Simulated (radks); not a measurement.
Neutral europium inside a hard spherical wall (all orbitals vanish at R), configuration held at [Xe] 4f7 6s2 and not refilled when levels cross. Calculated with a radial shooting solver on a logarithmic mesh with Libxc functionals: scalar-relativistic Kohn-Sham, PBE, spin-unpolarised, spherical densities, point nucleus. Eigenvalues in eV, with the zero of energy where the potential of the charges vanishes at infinity; a dash marks a level that is unbound or too diffuse for the functional's potential to be trusted. A positive occupied level is held by the wall or, in an anion where self-interaction has pushed it up, behind a barrier. The pressure on the wall is -dE/dV.

| R (bohr) | E (hartree) | kinetic (hartree) | e(5s) | e(5p) | e(6s) | e(4f) | e(5d, empty) | e(6p, empty) | pressure (GPa) |
|---|---|---|---|---|---|---|---|---|---|
| free | -10844.0633 | 11618.580 | -44.666 | -23.775 | -3.623 | -2.718 | -1.558 | -1.197 | 0 |
| 12 | -10844.0628 | 11618.585 | -44.624 | -23.733 | -3.591 | -2.676 | -1.516 | -1.079 | 0.00756 |
| 8 | -10844.0430 | 11618.711 | -43.914 | -23.034 | -2.942 | -1.979 | -0.853 | 0.185 | 0.675 |
| 6 | -10843.9374 | 11619.175 | -42.221 | -21.402 | -0.689 | -0.283 | 0.893 | 3.845 | 7.61 |
| 3 | -10840.2470 | 11632.909 | -26.147 | -5.132 | 45.588 | 18.528 | 23.657 | 63.122 | 1540 |
| 2.5 | -10835.2605 | 11650.119 | -12.656 | 10.299 | 92.717 | 34.157 | 44.907 | 116.94 | 5930 |
| 1.5 | -10767.7220 | 11852.964 | 131.82 | 177.25 | 521.59 | 143.69 | 247.79 | 572.23 | 212000 |
